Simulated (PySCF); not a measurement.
C2H6ClFSi, SMILES [SiH3]C[C@@H](F)Cl.

The structure is a stationary point at PBE-D3(BJ)/def2-SVP. The structure was generated by enumeration; whether it is a known compound was not checked. The values are those of a single conformer.

All values below come from PySCF with PBE-D3(BJ)/def2-SVP.

Frequencies are harmonic and unscaled.

Task: Estimate the vibrational spectrum. (An estimate is asked for; the answer gives what the named calculation found.)

Result: 
| mode | ν (cm⁻¹) | IR (km/mol) | moving atoms (share of kinetic energy) |
|---|---|---|---|
| 1 | 55 | 0.3 | H 50 %, Cl 19 %, Si 16 %, F 11 % |
| 2 | 126 | 0.4 | H 52 %, F 25 %, Si 9 %, C 9 % |
| 3 | 160 | 2.8 | Si 38 %, H 23 %, Cl 21 %, F 12 % |
| 4 | 313 | 1.9 | H 35 %, C 29 %, F 18 %, Cl 16 % |
| 5 | 363 | 1.6 | F 51 %, Cl 34 %, C 9 % |
| 6 | 490 | 24.7 | H 48 %, C 28 %, F 12 %, Cl 10 % |
| 7 | 506 | 6.9 | H 92 % |
| 8 | 596 | 3.7 | C 45 %, Si 30 %, H 23 % |
| 9 | 640 | 13.6 | C 47 %, H 34 %, Cl 13 % |
| 10 | 769 | 43.5 | C 57 %, H 28 % |
| 11 | 818 | 40.5 | H 52 %, C 37 % |
| 12 | 879 | 186.8 | H 90 %, Si 10 % |
| 13 | 910 | 28.7 | H 97 % |
| 14 | 916 | 32.2 | H 96 % |
| 15 | 942 | 76.9 | H 50 %, C 38 %, F 11 % |
| 16 | 1058 | 65.2 | H 59 %, C 26 %, F 14 % |
| 17 | 1160 | 38.8 | H 60 %, C 29 %, F 10 % |
| 18 | 1195 | 70.3 | C 56 %, H 42 % |
| 19 | 1241 | 21.8 | H 77 %, C 22 % |
| 20 | 1321 | 19.7 | H 80 %, C 19 % |
| 21 | 1362 | 13.4 | H 89 %, C 11 % |
| 22 | 2166 | 94.1 | H 97 % |
| 23 | 2187 | 60.6 | H 97 % |
| 24 | 2196 | 84.3 | H 96 % |
| 25 | 2987 | 2.1 | H 94 % |
| 26 | 3012 | 25.4 | H 92 %, C 8 % |
| 27 | 3054 | 1.0 | H 91 %, C 9 % |
